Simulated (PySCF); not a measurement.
C3H8N, SMILES [CH2]C(C)N, multiplicity 2.

Geometry: PBE0-D3(BJ)/def2-SVP. The isomer is the one that the SMILES or the coordinates give; other isomers of the formula were not compared. The values are those of a single conformer.

Computed with PBE0-D3(BJ)/def2-SVP in PySCF.

No scaling factor is applied to the harmonic values.

```json
[
 {"mode": "1", "ν (cm⁻¹)": "175", "IR (km/mol)": "0.6", "moving atoms (share of kinetic energy)": "H 99 %"},
 {"mode": "2", "ν (cm⁻¹)": "259", "IR (km/mol)": "0.8", "moving atoms (share of kinetic energy)": "H 95 %"},
 {"mode": "3", "ν (cm⁻¹)": "293", "IR (km/mol)": "38.2", "moving atoms (share of kinetic energy)": "H 90 %"},
 {"mode": "4", "ν (cm⁻¹)": "335", "IR (km/mol)": "8.6", "moving atoms (share of kinetic energy)": "H 55 %, C 29 %, N 16 %"},
 {"mode": "5", "ν (cm⁻¹)": "393", "IR (km/mol)": "4.2", "moving atoms (share of kinetic energy)": "H 43 %, C 38 %, N 19 %"},
 {"mode": "6", "ν (cm⁻¹)": "452", "IR (km/mol)": "11.5", "moving atoms (share of kinetic energy)": "H 50 %, C 37 %, N 13 %"},
 {"mode": "7", "ν (cm⁻¹)": "570", "IR (km/mol)": "60.9", "moving atoms (share of kinetic energy)": "H 50 %, C 47 %"},
 {"mode": "8", "ν (cm⁻¹)": "852", "IR (km/mol)": "19.1", "moving atoms (share of kinetic energy)": "C 45 %, H 33 %, N 22 %"},
 {"mode": "9", "ν (cm⁻¹)": "889", "IR (km/mol)": "130.2", "moving atoms (share of kinetic energy)": "H 68 %, N 21 %, C 11 %"},
 {"mode": "10", "ν (cm⁻¹)": "908", "IR (km/mol)": "9.1", "moving atoms (share of kinetic energy)": "H 82 %, C 16 %"},
 {"mode": "11", "ν (cm⁻¹)": "964", "IR (km/mol)": "7.9", "moving atoms (share of kinetic energy)": "H 63 %, C 32 %"},
 {"mode": "12", "ν (cm⁻¹)": "1039", "IR (km/mol)": "1.9", "moving atoms (share of kinetic energy)": "H 72 %, C 21 %"},
 {"mode": "13", "ν (cm⁻¹)": "1133", "IR (km/mol)": "12.2", "moving atoms (share of kinetic energy)": "C 52 %, H 37 %, N 11 %"},
 {"mode": "14", "ν (cm⁻¹)": "1170", "IR (km/mol)": "11.5", "moving atoms (share of kinetic energy)": "C 54 %, H 44 %"},
 {"mode": "15", "ν (cm⁻¹)": "1247", "IR (km/mol)": "1.3", "moving atoms (share of kinetic energy)": "H 66 %, C 32 %"},
 {"mode": "16", "ν (cm⁻¹)": "1345", "IR (km/mol)": "5.2", "moving atoms (share of kinetic energy)": "H 76 %, C 22 %"},
 {"mode": "17", "ν (cm⁻¹)": "1368", "IR (km/mol)": "1.7", "moving atoms (share of kinetic energy)": "H 82 %, C 14 %"},
 {"mode": "18", "ν (cm⁻¹)": "1409", "IR (km/mol)": "12.8", "moving atoms (share of kinetic energy)": "H 59 %, C 39 %"},
 {"mode": "19", "ν (cm⁻¹)": "1436", "IR (km/mol)": "4.6", "moving atoms (share of kinetic energy)": "H 83 %, C 17 %"},
 {"mode": "20", "ν (cm⁻¹)": "1459", "IR (km/mol)": "6.5", "moving atoms (share of kinetic energy)": "H 96 %"},
 {"mode": "21", "ν (cm⁻¹)": "1469", "IR (km/mol)": "4.1", "moving atoms (share of kinetic energy)": "H 93 %"},
 {"mode": "22", "ν (cm⁻¹)": "1633", "IR (km/mol)": "22.2", "moving atoms (share of kinetic energy)": "H 91 %"},
 {"mode": "23", "ν (cm⁻¹)": "3049", "IR (km/mol)": "11.9", "moving atoms (share of kinetic energy)": "H 96 %"},
 {"mode": "24", "ν (cm⁻¹)": "3058", "IR (km/mol)": "26.8", "moving atoms (share of kinetic energy)": "H 93 %"},
 {"mode": "25", "ν (cm⁻¹)": "3142", "IR (km/mol)": "23.5", "moving atoms (share of kinetic energy)": "H 91 %, C 9 %"},
 {"mode": "26", "ν (cm⁻¹)": "3144", "IR (km/mol)": "10.2", "moving atoms (share of kinetic energy)": "H 95 %"},
 {"mode": "27", "ν (cm⁻¹)": "3170", "IR (km/mol)": "10.3", "moving atoms (share of kinetic energy)": "H 90 %, C 10 %"},
 {"mode": "28", "ν (cm⁻¹)": "3263", "IR (km/mol)": "9.5", "moving atoms (share of kinetic energy)": "H 89 %, C 11 %"},
 {"mode": "29", "ν (cm⁻¹)": "3510", "IR (km/mol)": "0.1", "moving atoms (share of kinetic energy)": "H 96 %"},
 {"mode": "30", "ν (cm⁻¹)": "3597", "IR (km/mol)": "0.9", "moving atoms (share of kinetic energy)": "H 92 %, N 8 %"}
]
```
